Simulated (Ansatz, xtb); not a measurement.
Process, species as SMILES: [SiH3]c1ccoc1 + 5 C (CH4) + O (H2O) → 2 C=C (C2H4) [ethene] + CC (C2H6) [ethane] + 2 CO (CH4O) [methanol] + C[SiH3] [methylsilane]
Structures are relaxed separately at B3LYP-D3(BJ)/def2-TZVP in Ansatz (a first-principles code). Unstable Hartree-Fock reference: [SiH3]c1ccoc1.
Geometry of the first species:
```
C
C 1 1.3617
O 2 1.3586 1 111.43
C 3 1.3637 2 106.68 1 0.00
C 4 1.3525 3 110.26 2 0.00
H 4 1.0754 5 133.76 1 180.00
H 2 1.0762 3 115.75 4 -180.00
H 5 1.0773 4 126.12 6 0.00
Si 1 1.8528 2 126.19 7 0.00
H 9 1.4814 1 108.70 2 0.00
H 9 1.4823 10 109.21 1 121.14
H 9 1.4823 10 109.21 11 117.72
```

Quantity: bond separation energy (electronic energy difference), in eV. Valence correlation only, unless marked. Spin-orbit coupling is left out. No relativistic terms. Basis-set limits of correlation are two-point, X^-3; Hartree-Fock from the larger set. [CCSD(T)-MP2]/basis is that difference in the basis named.

```csv
level,program,bond separation energy (eV)
GFN2-xTB,xtb,2.52
HF/cc-pV(D+d)Z,Ansatz,1.53
RI-HF/cc-pV(Q+d)Z,Ansatz,1.51
PBE-D4/def2-TZVPD,Ansatz + dftd4,2.17
```

**Question.** What does RI-MP2/CBS(cc-pV(T+d)Z,cc-pV(Q+d)Z)+[CCSD(T)-MP2]/cc-pV(T+d)Z (Ansatz) give?

**Answer.** 1.97 eV, so PBE-D4/def2-TZVPD differs from it by 0.20 eV.
